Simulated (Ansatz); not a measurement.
Coupled-cluster diagnostics for InH2(SiH3) (InSiH₅), Ansatz.

Geometry of the singlet (PBE-D4/def2-TZVP):

| atom | x (Å) | y (Å) | z (Å) |
| --- | --- | --- | --- |
| In1 | -0.249 | 0.864 | -1.144 |
| H2 | -0.774 | 2.511 | -0.925 |
| H3 | 0.018 | 0.300 | -2.770 |
| Si4 | 0.166 | -0.681 | 0.888 |
| H5 | -0.048 | -2.128 | 0.562 |
| H6 | -0.705 | -0.337 | 2.057 |
| H7 | 1.592 | -0.530 | 1.332 |

In the def2 sets In takes a core potential; there is no spin–orbit coupling. Correlated methods freeze 9 core orbitals; core or outer-core shells of In are correlated, in sets that lack core-valence functions.

(1) Estimate the CCSD(T) correlation energy, the shares of MP2 and (T), T1 and the reference's ⟨S²⟩ for: charge 0, singlet, own geometry in def2-TZVPP; charge 1, doublet, vertical in def2-TZVPP; and the rough time on 4 threads of Arm Neoverse V2 on a shared host.

Results:

(1) 
```tsv
state	basis	correlation (eV)	MP2 share (%)	(T) share (%)	T1	⟨S²⟩ (pure)	wall time
charge 0, singlet, own geometry	def2-TZVPP	-12.849	90.4	2.7	0.014	0.00 (0.00)	9.5 s
charge 1, doublet, vertical	def2-TZVPP	-12.107	89.5	2.7	0.020	0.77 (0.75)	39 s
```
Customary marks for T1 are 0.02 (closed shells), 0.045 (open shells) and about 0.05 (3d metals). T1 stays under 0.02 throughout.
